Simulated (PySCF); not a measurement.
AgCl, SMILES [Cl][Ag] (connectivity only; charge and spin as stated), charge +1, multiplicity 2.

Coordinates come from a B3LYP-D3(BJ)/def2-TZVPD optimisation. The multiplicity is an assumed one; other spin states were not compared. The def2 effective core potentials stand for the cores of Ag; spin–orbit coupling is left out.

Computed with M06-2X/def2-TZVPD in PySCF.

Gas-phase values at a fixed geometry.

Computed frontier levels, dipole moment and polarisability:
```yaml
"α spin, highest occupied and lowest empty level": -17.22 and -7.78 eV
"β spin, highest occupied and lowest empty level": -16.86 and -11.08 eV
dipole_moment_about_the_centre_of_nuclear_charge: 1.01 D
mean_static_polarisability: 24.0 bohr³ (3.56 Å³)
polarisability_principal_values: 19.7, 20.9, 31.4 bohr³
"⟨S²⟩": 0.753 (pure state 0.75)
```
